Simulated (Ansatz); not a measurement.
Ansatz (a quantum-chemistry and plane-wave program) input (B3LYP/def2-TZVPD):

Ansatz 0.2 input:
```yaml
crystal:
  periodic: [false, false, false]
  atoms:
    - {symbol: Si, position_ang: [1.11609041, -0.54084933, -0.01174529]}
    - {symbol: Si, position_ang: [-0.97938714, 0.38169700, 0.01853758]}
    - {symbol: H, position_ang: [1.69172456, 0.86455427, 0.10069178]}
    - {symbol: H, position_ang: [-1.37976950, 1.79192216, -0.23800389]}
    - {symbol: H, position_ang: [-2.22580076, -0.42834370, 0.04222016]}
basis:
  gaussian:
    orbitals: def2-TZVPD
hamiltonian:
  xc: {name: B3LYP}
magnetization: {spin_polarized: true, initial_magnetization: 1}
output: {forces: true}
```

Output:

```
Functional definition: B3LYP
integrals: 0.03 GiB planned
731 factors; their error is unknown
mean field: 0.42 GiB planned
mean field evaluation 1: about -15802.2046 eV, gradient 9.1e0 eV
mean field evaluation 2: about -15802.7244 eV, gradient 4.9e0 eV
mean field evaluation 4: about -15802.9094 eV, gradient 2.3e-1 eV
mean field evaluation 8: about -15802.9149 eV, gradient 7.7e-2 eV
mean field evaluation 16: about -15802.9151 eV, gradient 1.0e-3 eV
mean field -15802.91514472 eV, -580.7464199677 hartree, gradient 2.7e-5 eV, S^2 0.761535; 2 other end points of the search recorded, 0 dependent functions left out
the calculation of the forces begins
reference -15802.91537706 eV, -580.7464285062 hartree; 16, 15 occupied and 97, 98 virtual orbitals, 731 factors
Total energy: -15802.91537706 eV, -580.7464285062 hartree
Atom 0 at     1.116090    -0.540849    -0.011745 Å, force     0.017503     0.002348     0.001884 eV/Å
Atom 1 at    -0.979387     0.381697     0.018538 Å, force    -0.010059    -0.005180    -0.002264 eV/Å
Atom 2 at     1.691725     0.864554     0.100692 Å, force     0.006946    -0.005062    -0.000658 eV/Å
Atom 3 at    -1.379770     1.791922    -0.238004 Å, force    -0.004931     0.007510     0.000222 eV/Å
Atom 4 at    -2.225801    -0.428344     0.042220 Å, force    -0.009459     0.000384     0.000816 eV/Å
Dipole moment:    -0.184518     0.100685     0.013877 e Å
```

It need not be the lowest isomer of its formula.
